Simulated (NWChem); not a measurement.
System: C$_{2}$H$_{4}$N, doublet; SMILES [CH]=NC

In the optimisation the excess spin sits in a' (Cs, its own frame).

Question: Give the equilibrium geometry at PBE0/def2-SVP, spin-unrestricted (NWChem) as a list of bonds and angles, with the point group.

Answer: point group Cs; any orientation.
Bonds (Å): C1–N2 1.219, C1–H4 1.113, N2–C3 1.439, C3–H5 1.101, C3–H6 1.101, C3–H7 1.106. Bond angles (°): N2–C1–H4 131.9, C1–N2–C3 131.6, N2–C3–H5 109.3, N2–C3–H6 109.3, N2–C3–H7 113.1, H5–C3–H6 106.9, H5–C3–H7 109.0, H6–C3–H7 109.0.
